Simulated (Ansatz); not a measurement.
`CC[Si]OC` + HBr → `CO[Si]Br` + `CC` at 600 K and 1 bar (ligand exchange at the Si–C bond).

Program: Ansatz. Geometries: PBE0-D4/def2-TZVP. ΔE: electronic, gas phase. CCSD(T)/CBS adds triple-zeta CCSD(T) − MP2 to the extrapolated MP2 energy (def2 sets, frozen cores). This one scheme is used for every species. For Br outer-core shells are correlated without core-valence functions, which leaves a few kJ/mol of doubt a bond. Scalar relativity is left out up to krypton. One conformer a species, not always the lowest.

| species | CCSD(T)/CBS energy (Eh) | H − E (kJ/mol) | S (J/(mol·K)) |
| --- | --- | --- | --- |
| `CC[Si]OC` | -483.21274 | 347.6 | 453.9 |
| HBr | -2573.91920 | 33.5 | 219.1 |
| `CO[Si]Br` | -2977.47730 | 159.8 | 396.4 |
| `CC` | -79.71954 | 228.8 | 274.9 |

H − E and S are ideal-gas, rigid-rotor, harmonic terms from PBE0-D4/def2-TZVP, for one conformer and one mirror image of each species. 1 Eh = 2625.50 kJ/mol, R = 8.31446 J/(mol·K).

Task: By hand: ΔE, ΔH, ΔS and ΔG.

Result: ΔE = (-2977.47730) + (-79.71954) − (-483.21274) − (-2573.91920) = -0.06490 Eh = -170.4 kJ/mol. Δ(H − E) = 159.8 + 228.8 − 347.6 − 33.5 = 7.5, so ΔH = -162.9 kJ/mol. ΔS = 396.4 + 274.9 − 453.9 − 219.1 = -1.7 J/(mol·K). ΔG = -162.9 − 600 × (-1.7)/1000 = -161.9 kJ/mol.

Task: By hand: the equilibrium constant, and the temperature at which ΔG would vanish if ΔH and ΔS stayed fixed.

Result: log₁₀ K = −ΔG/(RT ln 10) = 14.1. ΔG = 0 at ΔH/ΔS = 95824 K, far beyond where these terms or the molecules hold.

The number of gas molecules stays the same, so ΔS is small and ΔH decides. A doubt of 5 kJ/mol in ΔE shifts log₁₀ K by 0.4 here. Other conformers and mirror images would add mixing entropy, several J/(mol·K) or more a flexible species. These are equilibria of isolated gas molecules and say nothing of rates. Largest T1 diagnostic: 0.013 (customary marks: 0.02 for closed shells, 0.045 for open ones).
